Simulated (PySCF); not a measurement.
Input file for PySCF: D3(BJ) and D4 dispersion corrections on C2H2 (SMILES C#C).

```python
from pyscf import gto
from pyscf.dispersion import dftd3, dftd4

mol = gto.M(
    atom='''
    C     0.34100147    0.38003799    0.13680047
    C    -0.40149892   -0.53759246    0.33834590
    H     0.99740560    1.19484969   -0.05179119
    H    -1.05679938   -1.35443895    0.52284683
    ''',
    basis='def2-svp',
    charge=0, spin=0, verbose=0, max_memory=1800)
d3, d4 = {}, {}
for xc in ['hf', 'pbe', 'blyp', 'revpbe', 'tpss', 'r2scan', 'b3lyp', 'pbe0', 'bhlyp', 'camb3lyp', 'b2plyp']:
    d3[xc] = float(dftd3.DFTD3Dispersion(mol, xc=xc, version='d3bj', atm=False).get_dispersion()['energy'])
    print(f'D3(BJ) {xc:10s} {d3[xc]:14.8f} Eh')
for xc in ['hf', 'pbe', 'blyp', 'revpbe', 'tpss', 'r2scan', 'b3lyp', 'pbe0', 'bhlyp', 'camb3lyp', 'b2plyp']:
    d4[xc] = float(dftd4.DFTD4Dispersion(mol, xc={'camb3lyp': 'cam-b3lyp'}.get(xc, xc), atm=True).get_dispersion()['energy'])
    print(f'D4     {xc:10s} {d4[xc]:14.8f} Eh')
```

Program output:

```
D3(BJ) hf            -0.01423390 Eh
D3(BJ) pbe           -0.00131385 Eh
D3(BJ) blyp          -0.00280495 Eh
D3(BJ) revpbe        -0.00359895 Eh
D3(BJ) tpss          -0.00161018 Eh
D3(BJ) r2scan        -0.00032423 Eh
D3(BJ) b3lyp         -0.00226931 Eh
D3(BJ) pbe0          -0.00107904 Eh
D3(BJ) bhlyp         -0.00173364 Eh
D3(BJ) camb3lyp      -0.00091186 Eh
D3(BJ) b2plyp        -0.00100218 Eh
D4     hf            -0.00477669 Eh
D4     pbe           -0.00108802 Eh
D4     blyp          -0.00255828 Eh
D4     revpbe        -0.00424108 Eh
D4     tpss          -0.00148129 Eh
D4     r2scan        -0.00024733 Eh
D4     b3lyp         -0.00176258 Eh
D4     pbe0          -0.00088569 Eh
D4     bhlyp         -0.00118646 Eh
D4     camb3lyp      -0.00087124 Eh
D4     b2plyp        -0.00074593 Eh
```

The run finished.

Cost: very roughly 0.020 core-seconds.
